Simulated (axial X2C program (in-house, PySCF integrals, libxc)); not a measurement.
**Curves of NdSH from open-shell CI on f4 s1**

Calculated with an axial X2C code built on PySCF integrals: two-component X2C with atomic mean-field Coulomb and Gaunt terms, basis Nd dyall-v3z, S dyall-av3z, H dyall-v3z (cores contracted in-house). Orbitals come from Hartree–Fock averaged over the configuration Nd f4 s1; CI then distributes these electrons over the f, s shells of Nd.

Scan along the Nd–S bond with SH moving as one mass, its bond held at 1.340 Å; masses Nd 141.908 u, S 31.972 u, H 1.008 u. Energies in cm⁻¹ from the lowest point; levels are followed by energy order within each Ω. Lowest level at 2.698 Å: 100% f4 s1.

```csv
R (Å),(1)Ω=1/2,(1)Ω=3/2,(1)Ω=5/2,(1)Ω=7/2,(2)Ω=1/2,(2)Ω=3/2,(2)Ω=5/2,(2)Ω=7/2,(1)Ω=9/2
2.509,1468,1464,1530,1540,1991,2017,2051,2043,2086
2.604,357,365,432,477,887,911,948,960,1018
2.698,0,16,83,149,535,559,597,623,687
2.806,240,261,327,406,780,802,840,877,944
2.914,954,978,1044,1129,1499,1520,1558,1600,1668
3.035,2115,2140,2202,2290,2664,2683,2719,2764,2830
3.184,3833,3858,3917,4003,4386,4404,4438,4483,4546
```

(1) Fit the curves (1)Ω=1/2, (1)Ω=3/2, (1)Ω=5/2, (1)Ω=7/2, (2)Ω=1/2, (2)Ω=3/2, (2)Ω=5/2, (2)Ω=7/2, (1)Ω=9/2 near their minima.

The 9 lowest curves are shown; the next is (3)Ω=1/2, from 1421 cm⁻¹.

There is no dynamic correlation: spin–orbit spacings and, for f shells, spacings inside one term are the most reliable numbers, splittings between terms come out too wide, and energies between configurations are not reliable, so the lowest level need not be the ground state of the molecule. At most 4 roots were kept for each Ω > 0 (twice that for Ω = 0) within 2.2 eV of the lowest, so higher up levels can be missing between those listed; levels with Ω > 0 are doubly degenerate and listed once, Ω = 0 levels singly. The molecule was held linear; bending was not examined. Hydrosulfides and their kin are strongly bent in nature, so this linear model does not describe the real molecule.

Results:

(1) From the open-shell CI curves, Te from the lowest:

| level | Te (cm⁻¹) | Re (Å) | ωe (cm⁻¹) |
| --- | --- | --- | --- |
| (1)Ω=1/2 | 0 | 2.709 | 269.7 |
| (1)Ω=3/2 | 16 | 2.708 | 269.5 |
| (1)Ω=5/2 | 84 | 2.708 | 269.3 |
| (1)Ω=7/2 | 151 | 2.705 | 268.5 |
| (2)Ω=1/2 | 536 | 2.708 | 269.9 |
| (2)Ω=3/2 | 559 | 2.708 | 269.8 |
| (2)Ω=5/2 | 597 | 2.708 | 269.6 |
| (2)Ω=7/2 | 624 | 2.706 | 269.4 |
| (1)Ω=9/2 | 689 | 2.705 | 268.8 |

Without dynamic correlation distances can be off by several hundredths of an Å (long for ionic bonds, short for multiple bonds) and the wavenumbers are rough.
